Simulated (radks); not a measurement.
Nd X, configuration [Kr] 4d10 5s2 5p(1/2: 2, 3/2: 1) (not the ground configuration).

Calculated with a radial shooting solver on a logarithmic mesh with Libxc functionals: Dirac Kohn-Sham, BLYP, spin-unpolarised, spherical densities, finite nucleus; Fermi nuclear charge, rms radius 4.9123 fm.

Energy parts (eV):
total: -261480.60
kinetic: 282056.08
electron-nucleus: -630842.44
Hartree: 93241.31
exchange-correlation: -5935.55

Orbitals (lengths in bohr, moments of r in powers of bohr; <r^-3> diverges for s and p1/2):
| orbital | occ. | eigenvalue (eV) | <r^-3> |
|---|---|---|---|
| 1s1/2 | 2 | -43520.13 | - |
| 2s1/2 | 2 | -7170.337 | - |
| 2p1/2 | 2 | -6792.454 | - |
| 2p3/2 | 4 | -6272.398 | 7950 |
| 3s1/2 | 2 | -1684.046 | - |
| 3p1/2 | 2 | -1522.638 | - |
| 3p3/2 | 4 | -1418.852 | 1633 |
| 3d3/2 | 4 | -1137.398 | 269.8 |
| 3d5/2 | 6 | -1114.993 | 243.6 |
| 4s1/2 | 2 | -458.4685 | - |
| 4p1/2 | 2 | -396.9615 | - |
| 4p3/2 | 4 | -373.3990 | 372.7 |
| 4d3/2 | 4 | -271.5887 | 53.22 |
| 4d5/2 | 6 | -267.2487 | 47.67 |
| 5s1/2 | 2 | -165.2598 | - |
| 5p1/2 | 2 | -144.4971 | - |
| 5p3/2 | 1 | -139.1257 | 85.75 |

The highest occupied level is 5p3/2 at -139.13 eV. Summed over all electrons, <r^2> = 20.13 bohr^2, which gives a Langevin (diamagnetic) susceptibility term of -15.9 x 10^-6 cm^3/mol.
